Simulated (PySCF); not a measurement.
**Question.** Write Cartesian coordinates for Mo(CH)(OH)3, `[CH]#[Mo]([OH])([OH])[OH]` as optimised with PBE0-D3(BJ)/def2-SVP. (Singlet state.)

**Answer.** 
```
atom  x, y, z in Å
Mo1   -0.008    0.000   -0.370
C2     0.025    0.002    1.344
H3     0.045    0.004    2.439
O4     1.736    0.428   -0.915
H5     2.462    0.606   -0.310
O6    -1.268    1.304   -0.855
H7    -1.765    1.832   -0.222
O8    -0.519   -1.735   -0.869
H9    -0.709   -2.440   -0.242
```

Orientation and origin are arbitrary. Atoms count from 1 in this order. All 3 Mo–O bonds measure 1.876 to 1.877 Å. Mo1 (molybdenum bonded to C and 3 O) is distorted tetrahedral (angles from 105.7° to 113.0°).

Bonds between heavy atoms (Å): Mo1–C2 1.714, Mo1–O4 1.876, Mo1–O6 1.877, Mo1–O8 1.876.

Computed with PBE0-D3(BJ)/def2-SVP geometry optimisation, gas phase, def2 core potentials past Kr (PySCF).

Point group: C3v (tolerance 0.08 Å). Whether it is a minimum is left open (no frequencies). Torsions: C2–Mo1–O4–H 0°, C2–Mo1–O6–H 0°, C2–Mo1–O8–H 0°.

The run took 34 s wall on one thread, Arm Neoverse V1, no GPU, on a shared host. That covers the optimisation of the geometry.
